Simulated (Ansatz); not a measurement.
`CO[SiH2]S[SiH2]F` + H₂ → `F[SiH2]S[SiH3]` + CH₃OH  (hydrogenolysis of the Si–O bond)

Calculated with Ansatz (gas phase, PBE0-D4/def2-TZVP geometries, no zero-point term in ΔE). CCSD(T)/CBS is the MP2 limit (def2-TZVPP, def2-QZVPP) plus CCSD(T) − MP2 in def2-TZVPP, frozen cores. This one scheme is used for every species. One conformer a species, not always the lowest.

`CO[SiH2]S[SiH2]F`:

```xyz
13

C    -1.836    0.545    0.804
O    -1.087   -0.414    1.523
Si    0.456   -0.815    1.189
S     0.678   -1.677   -0.768
Si    1.355    0.030   -1.810
F     0.213    1.151   -1.877
H    -2.787    0.681    1.318
H    -1.316    1.508    0.760
H    -2.027    0.206   -0.218
H     1.344    0.377    1.240
H     0.832   -1.848    2.174
H     1.657   -0.402   -3.191
H     2.517    0.658   -1.144
```

H₂:

Cartesian coordinates in Å:
```
H 0.041 0.256 -0.268
H -0.041 -0.256 0.268
```

`F[SiH2]S[SiH3]`:

Cartesian coordinates in Å:
```
F 0.892 -1.022 -1.804
Si -0.517 -1.110 -1.055
S -1.148 0.792 -0.383
Si 0.407 1.171 1.049
H -1.534 -1.574 -2.022
H -0.332 -2.046 0.076
H -0.176 2.063 2.079
H 1.564 1.837 0.405
H 0.843 -0.112 1.656
```

CH₃OH:

Z-matrix (Å, degrees):
```
C
O 1 1.409
H 1 1.097 2 112.4
H 1 1.090 2 107.0 3 -118.5
H 1 1.097 2 112.4 3 123.0
H 2 0.959 1 108.5 3 -61.6
```

```tsv
species	CCSD(T)/CBS(def2) energy (Eh)
`CO[SiH2]S[SiH2]F`	-1193.31678
H₂	-1.17544
`F[SiH2]S[SiH3]`	-1078.84190
CH₃OH	-115.61712
```

Question: Work out ΔE.

Answer: ΔE = (-1078.84190) + (-115.61712) − (-1193.31678) − (-1.17544) = 0.03320 Eh = +87.2 kJ/mol.

Largest T1 diagnostic among the species: 0.012.

From r2SCAN to r2SCAN0 (25 % exact exchange), in def2-TZVPP and without D4, ΔE moves by −3.7 kJ/mol. Leaving LDA and LC-ωPBE aside and taking each functional with its dispersion term where it has one, the values, not all of them listed here, spread over 12.2 kJ/mol, from HSE06-D4 to BLYP-D4. LDA lies +12.3 kJ/mol from PBE without D4. The D4 term adds +14.2 kJ/mol with B3LYP and +8.2 kJ/mol with PBE0; it sums over pairs of atoms, weighted by their polarisabilities, and B3LYP, whose exchange is more repulsive, gets the larger term.

B3LYP here is the variant with VWN-RPA as its local correlation; programs differ in this.
